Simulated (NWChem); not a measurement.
System: C2H5Al; SMILES C=[CH][AlH2]

The following NWChem deck was run.

```
start job
memory heap 200 mb stack 900 mb global 1100 mb
geometry units angstroms noautoz
  Al     0.073952     1.199428     0.000066
  H      1.645091     1.459126    -0.001900
  H     -0.957431     2.410705     0.002209
  C     -0.520287    -0.653420     0.000053
  C      0.375296    -1.656482     0.000030
  H     -1.581121    -0.942338     0.000429
  H      0.084739    -2.715706     0.000395
  H      1.457079    -1.468451    -0.000377
end
basis spherical
  * library def2-svpd
end
dft
  xc xcamb88 1.00 lyp 0.81 vwn_5 0.19 hfexch 1.00
  cam 0.33 cam_alpha 0.19 cam_beta 0.46
  iterations 150
end
tddft
  cis
  nroots 6
  notriplet
end
task tddft energy
```

NWChem printed, in part:

```
             Northwest Computational Chemistry Package (NWChem) 7.3.0
             --------------------------------------------------------

 CS  symmetry detected

                             Geometry "geometry" -> ""
                             -------------------------

 Output coordinates in angstroms (scale by  1.889725989 to convert to a.u.)

  No.       Tag          Charge          X              Y              Z
 ---- ---------------- ---------- -------------- -------------- --------------
    1 Al                  13.0000     0.07582691     1.18214168     0.00000000
    2 H                    1.0000     1.65239643     1.40653370     0.00000000
    3 H                    1.0000    -0.92812862     2.41624788     0.00000000
    4 C                    6.0000    -0.55982184    -0.65691142     0.00000000
    5 C                    6.0000     0.31303710    -1.67980896     0.00000000
    6 H                    1.0000    -1.62686943    -0.92196225     0.00000000
    7 H                    1.0000    -0.00120531    -2.73224928     0.00000000
    8 H                    1.0000     1.39876554    -1.51608963     0.00000000

 Effective nuclear repulsion energy (a.u.)      83.5704898410

      Symmetry information
      --------------------

 Group name             Cs
 Group number              2
 Group order               2
 No. of unique centers     8

                                 NWChem DFT Module
                                 -----------------

 Summary of "ao basis" -> "ao basis" (spherical)
 ------------------------------------------------------------------------------
       Tag                 Description            Shells   Functions and Types
 ---------------- ------------------------------  ------  ---------------------
 Al                        def2-svpd                10       24   5s3p2d
 H                         def2-svpd                 4        8   2s2p
 C                         def2-svpd                 8       20   4s2p2d

      Symmetry analysis of basis
      --------------------------

        a'         75
        a"         29

            General Information
            -------------------
          SCF calculation type: DFT
          Wavefunction type:  closed shell.
          No. of atoms     :     8
          No. of electrons :    30
           Alpha electrons :    15
            Beta electrons :    15
          Charge           :     0
          Spin multiplicity:     1
          Use of symmetry is: off; symmetry adaption is: on
          Maximum number of iterations: 150
          AO basis - number of functions:   104
                     number of shells:    46
          Convergence on energy requested:  1.00D-06
          Convergence on density requested:  1.00D-05
          Convergence on gradient requested:  5.00D-04

              XC Information
              --------------
                     Hartree-Fock (Exact) Exchange  1.000
                   CAM-Becke88 Exchange Functional  1.000
                      VWN V Correlation Functional  0.190 local
              Lee-Yang-Parr Correlation Functional  0.810

           Range-Separation Parameters
           ---------------------------
           Alpha           :  0.19
           Beta            :  0.46
           Gamma           :  0.33
           Short-Range HF  :     F

             Grid Information
             ----------------
          Grid used for XC integration:  medium
          Radial quadrature: Mura-Knowles
          Angular quadrature: Lebedev.
          Tag              B.-S. Rad. Rad. Pts. Rad. Cut. Ang. Pts.
          ---              ---------- --------- --------- ---------
          Al                  1.25       88          11.0       590
          H                   0.35       45          13.0       434
          C                   0.70       49          12.0       434
          Grid pruning is: on
          Number of quadrature shells:   411
          Spatial weights used:  Erf1

      Superposition of Atomic Density Guess
      -------------------------------------

 Sum of atomic energies:        -319.53817051

      Non-variational initial energy
      ------------------------------

 Total energy =    -320.786119
 1-e energy   =    -605.218224
 2-e energy   =     200.861615
 HOMO         =      -0.326090
 LUMO         =      -0.049944

[...]

                                NWChem TDDFT Module
                                -------------------

            General Information
            -------------------
           No. of orbitals :     208
            Alpha orbitals :     104
             Beta orbitals :     104
        Alpha frozen cores :       0
         Beta frozen cores :       0
     Alpha frozen virtuals :       0
      Beta frozen virtuals :       0
         Spin multiplicity :       1
    Number of AO functions :     104
        Use of symmetry is : off
      Symmetry adaption is : on
         Schwarz screening :  0.10D-07

              XC Information
              --------------
              Hartree-Fock (Exact) Exchange   1.00
            CAM-Becke88 Exchange Functional   1.00
               VWN V Correlation Functional   0.19 local
       Lee-Yang-Parr Correlation Functional   0.81
           Alpha           :  0.19
           Beta            :  0.46
           Gamma           :  0.33

             TDDFT Information
             -----------------
          Calculation type : Tamm-Dancoff TDDFT
         Wavefunction type : Restricted singlets
          No. of electrons :      30
           Alpha electrons :      15
            Beta electrons :      15
              No. of roots :       6
          Max subspacesize :    5200
            Max iterations :     100
               Target root :       1
           Target symmetry : none
      Symmetry restriction : off
                 Algorithm : Optimal
        Davidson threshold :  0.10D-03

    6 smallest eigenvalue differences (eV)
--------------------------------------------------------
  No. Spin  Occ  Vir  Irrep   E(Occ)    E(Vir)   E(Diff)
--------------------------------------------------------
    1    1   15   16 a'       -0.347    -0.026     8.729
    2    1   14   16 a"       -0.349    -0.026     8.805
    3    1   13   16 a"       -0.360    -0.026     9.088
    4    1   15   17 a"       -0.347     0.037    10.447
    5    1   14   17 a'       -0.349     0.037    10.522
    6    1   15   18 a'       -0.347     0.049    10.778
--------------------------------------------------------

  Entering Davidson iterations
  Restricted singlet excited states

  Iter   NTrls   NConv    DeltaV     DeltaE      Time
  ----  ------  ------  ---------  ---------  ---------
    1      6       0     0.22E+00   0.10+100       23.5
    2     12       0     0.30E-01   0.52E-01       20.4
    3     18       0     0.27E-01   0.39E-02       17.0
    4     24       0     0.53E-01   0.18E-01       16.9
    5     30       0     0.16E-01   0.45E-02       15.9
    6     36       3     0.72E-02   0.47E-03       16.7
    7     39       3     0.30E-02   0.64E-04       16.3
    8     42       3     0.76E-03   0.60E-05       16.2
    9     45       4     0.19E-03   0.38E-06       14.1
   10     47       6     0.90E-04   0.31E-07       14.2
  ----  ------  ------  ---------  ---------  ---------
  Convergence criterion met

  Ground state a'       -321.424969064838 a.u.

  ----------------------------------------------------------------------------
  Root   1 singlet a"             0.186097149 a.u.                5.0640 eV
  ----------------------------------------------------------------------------
     Transition Moments    X  0.00000   Y  0.00000   Z -0.09419
     Dipole Oscillator Strength                    0.0011007739
     Electric Quadrupole                           0.0000000311
     Magnetic Dipole                               0.0000001104
     Total Oscillator Strength                     0.0011009153

     Occ.   12  a'  ---  Virt.   18  a"       0.07444
     Occ.   14  a'  ---  Virt.   16  a"      -0.98458
     Occ.   14  a'  ---  Virt.   18  a"       0.11753
  ----------------------------------------------------------------------------
  Root   2 singlet a"             0.200636261 a.u.                5.4596 eV
  ----------------------------------------------------------------------------
     Transition Moments    X  0.00000   Y -0.00000   Z  0.02984
     Dipole Oscillator Strength                    0.0001190684
     Electric Quadrupole                           0.0000001777
     Magnetic Dipole                               0.0000022114
     Total Oscillator Strength                     0.0001214574

     Occ.   13  a'  ---  Virt.   16  a"       0.98628
     Occ.   13  a'  ---  Virt.   18  a"       0.14693
  ----------------------------------------------------------------------------
  Root   3 singlet a'             0.225101289 a.u.                6.1253 eV
  ----------------------------------------------------------------------------
     Transition Moments    X  0.19823   Y -1.17419   Z  0.00000
     Dipole Oscillator Strength                    0.2127996228
     Electric Quadrupole                           0.0000002916
     Magnetic Dipole                               0.0000000498
     Total Oscillator Strength                     0.2127999642

     Occ.   15  a"  ---  Virt.   16  a"       0.97506
     Occ.   15  a"  ---  Virt.   18  a"       0.13143
  ----------------------------------------------------------------------------
  Root   4 singlet a"             0.254416210 a.u.                6.9230 eV
  ----------------------------------------------------------------------------
     Transition Moments    X -0.00000   Y -0.00000   Z  0.25206
     Dipole Oscillator Strength                    0.0107758083
     Electric Quadrupole                           0.0000003686
     Magnetic Dipole                               0.0000071499
     Total Oscillator Strength                     0.0107833268

[...]
```

Level: CAM-B3LYP/def2-SVPD, TDA. Structure relaxed at the PBE0/def2-SVP level.
